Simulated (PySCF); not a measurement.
CH4Cl2Ge. Atoms are numbered in the order given.

```xyz
8

Ge    -0.3721    -0.2862     0.0000
C      0.5521    -1.9813     0.0000
Cl     0.2442     0.8319     1.7454
Cl     0.2442     0.8319    -1.7454
H     -1.9023    -0.3282     0.0000
H      0.2800    -2.5542     0.8987
H      0.2800    -2.5542    -0.8987
H      1.6362    -1.8002     0.0000
```
Charge 0, spin multiplicity 1.

Geometry: r2SCAN-D4/def2-SVP.

Level of theory: PySCF 2.14.0 with TDA-CAM-B3LYP/def2-SVPD.

Vertical excitations. The molecule is in vacuum. State labels are in the subgroup Cs.

| state | symmetry | energy (eV) | λ (nm) | f | main pairs |
|---|---|---|---|---|---|
| S1 | A' | 6.98 | 178 | 0.039 | HOMO→LUMO 92 % |
| S2 | A" | 7.19 | 172 | 0.035 | HOMO−1→LUMO 84 % |
| S3 | A" | 7.28 | 170 | 0.000 | HOMO−2→LUMO 76 %, HOMO→LUMO+2 18 % |
| S4 | A' | 7.49 | 166 | 0.049 | HOMO−3→LUMO 84 % |
| S5 | A" | 7.80 | 159 | 0.000 | HOMO→LUMO+2 75 %, HOMO−2→LUMO 18 % |
| S6 | A' | 8.11 | 153 | 0.000 | HOMO−1→LUMO+2 79 % |
| S7 | A' | 8.22 | 151 | 0.066 | HOMO→LUMO+1 47 %, HOMO−2→LUMO+2 46 % |
| S8 | A' | 8.47 | 146 | 0.011 | HOMO→LUMO+3 32 %, HOMO−2→LUMO+2 30 %, HOMO→LUMO+1 26 % |
| S9 | A" | 8.51 | 146 | 0.001 | HOMO−1→LUMO+1 40 %, HOMO−3→LUMO+2 40 % |
| S10 | A' | 8.65 | 143 | 0.104 | HOMO→LUMO+3 54 %, HOMO→LUMO+1 18 %, HOMO−2→LUMO+2 13 % |
| T1 | A' | 6.40 | 194 | 0 | HOMO→LUMO 88 % |
| T2 | A" | 6.57 | 189 | 0 | HOMO−1→LUMO 88 % |
| T3 | A" | 6.76 | 183 | 0 | HOMO−2→LUMO 70 %, HOMO→LUMO+2 22 % |
| T4 | A' | 6.88 | 180 | 0 | HOMO−3→LUMO 80 % |
Triplets are in the Tamm–Dancoff approximation.
